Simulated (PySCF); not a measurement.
## Adding and removing an electron: MgI

MN15; PySCF, spin-free X2C with a Gaussian nucleus, basis sets Mg x2c-SVPall, I x2c-SVPall. Neutral (UKS): doublet (σ ↑), Re = 2.595 Å, ωe = 312 cm⁻¹, De = 2.04 eV, HOMO -5.66 eV, LUMO -2.28 eV.

MgI⁺ (UKS): singlet (closed shell), Re = 2.476 Å, ωe = 375 cm⁻¹, De = 2.27 eV to Mg⁺ + I. The energies at the minima are -7319.81564 hartree for MgI and -7319.54552 for MgI⁺.

(1) Work out the adiabatic ionisation energy, without and with harmonic zero-point energies (1 hartree = 27.2114 eV, 1 eV = 8065.5 cm⁻¹), and the change of the bond length.

These are scalar-relativistic numbers at best; spin–orbit coupling would shift them, the dissociation energy most. For an ion De counts to the pair picked by the measured ionisation energies or electron affinities, which need not be the lowest pair at this level. States were picked by a PBE0 search and need not be the measured ground states.

Answers

(1) At MN15: 0.27012 hartree = 7.350 eV between the minima; the zero-point term (375.0 − 312.0)/2 cm⁻¹ = +0.004 eV makes it 7.354 eV. Re changes by -11.9 pm against the neutral. The electron leaves a σ orbital; in so polar a molecule the change of length follows mostly from the change of the ionic charges.
